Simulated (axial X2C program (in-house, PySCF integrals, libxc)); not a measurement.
## YTe⁺: from the spin-free to the two-component result

Calculated with an axial X2C code built on PySCF integrals. Spin-free means the one-electron spin-free X2C Hamiltonian; two-component (2c) means X2C with spin–orbit coupling and atomic mean-field two-electron Coulomb and Gaunt terms, so the difference of the two also holds small scalar two-electron terms. Basis: Te dyall-cv3z [11s12p8d4f1g], Y dyall-cv3z [11s12p9d6f3g] (cores contracted in-house); Gaussian nuclei, density fitting, unrestricted open shells. Masses: Te 129.906 u, Y 88.906 u.

Spin-free state: M_S = 0, Λ = 0 (closed shell); fragments Te + Y+.

```json
{"level": "PBEsol", "Re (Å)": "2.571", "ωe (cm⁻¹)": "294.3", "μ (D)": "10.26"}
```

Dipoles are positive if Y is the positive end and refer to the centre of mass.

Two-component determinant lowest at the distance of the search:

Ω = 0 (closed shell); fragments Te + Y+.

| level | Re (Å) | ωe (cm⁻¹) | μ (D) |
| --- | --- | --- | --- |
| PBEsol | 2.574 | 291.8 | 10.19 |

Problem. From the two tables, how do the constants change at the PBEsol level (2c against spin-free)?

Solution. At the PBEsol level Re rises by 0.003 Å and ωe drops by 2.5 cm⁻¹.

Occupations by symmetry block were frozen at the best pattern of an incomplete PBE0 search. Closed shells are restricted here (equal orbitals for both partners); the stretched side of such a curve lies too high. De is not given where an atomic determinant may have missed its ground term or J level, or where the truncated virtual space spoils (T). Without a current term, density functionals place determinants with orbital angular momentum somewhat too high.
